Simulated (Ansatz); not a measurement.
CH$_{7}$NO$_{2}$Si, SMILES `N[SiH](O)CO`. Total charge 0; spin multiplicity 1. The structure was optimised at the PBE0-D4/def2-TZVP level. It is one conformer, not always the lowest.

```xyz
12

N    -0.882   -1.268   -0.398
Si    0.316   -0.499    0.582
O     1.791   -0.880   -0.032
C    -0.067    1.328    0.373
O    -0.106    1.616   -1.024
H    -1.856   -1.186   -0.144
H    -0.693   -2.199   -0.736
H     0.361   -0.932    2.004
H     2.016   -0.451   -0.861
H     0.723    1.946    0.809
H    -1.003    1.625    0.870
H    -0.600    0.900   -1.443
```

Task: What is the dipole moment at r2SCAN/def2-TZVPP? (An estimate is asked.)

Result: Computed: 2.08 D, with components (-1.67, -1.22, -0.21) D in this frame, pointing from negative to positive charge.

Task: And with PBE, B3LYP, ωB97M-V? (Best estimate.)

Result: Computed: PBE 2.05 D, B3LYP 2.11 D, ωB97M-V 2.11 D.

Task: Give the Mulliken charges with r2SCAN, ωB97M-V, PBE in def2-TZVPP. (An estimate is asked.)

Result: Computed: 
```json
{"atom": "N1", "r2SCAN": "-0.48", "ωB97M-V": "-0.40", "PBE": "-0.41"}
{"atom": "Si2", "r2SCAN": "0.59", "ωB97M-V": "0.53", "PBE": "0.45"}
{"atom": "O3", "r2SCAN": "-0.43", "ωB97M-V": "-0.40", "PBE": "-0.37"}
{"atom": "C4", "r2SCAN": "-0.02", "ωB97M-V": "-0.15", "PBE": "-0.10"}
{"atom": "O5", "r2SCAN": "-0.37", "ωB97M-V": "-0.34", "PBE": "-0.32"}
{"atom": "H6", "r2SCAN": "0.15", "ωB97M-V": "0.12", "PBE": "0.15"}
{"atom": "H7", "r2SCAN": "0.16", "ωB97M-V": "0.13", "PBE": "0.16"}
{"atom": "H8", "r2SCAN": "-0.12", "ωB97M-V": "-0.07", "PBE": "-0.11"}
{"atom": "H9", "r2SCAN": "0.21", "ωB97M-V": "0.19", "PBE": "0.19"}
{"atom": "H10", "r2SCAN": "0.06", "ωB97M-V": "0.11", "PBE": "0.09"}
{"atom": "H11", "r2SCAN": "0.04", "ωB97M-V": "0.10", "PBE": "0.07"}
{"atom": "H12", "r2SCAN": "0.20", "ωB97M-V": "0.19", "PBE": "0.19"}
```

B3LYP here is the variant with VWN-RPA as its local correlation; programs differ in this.
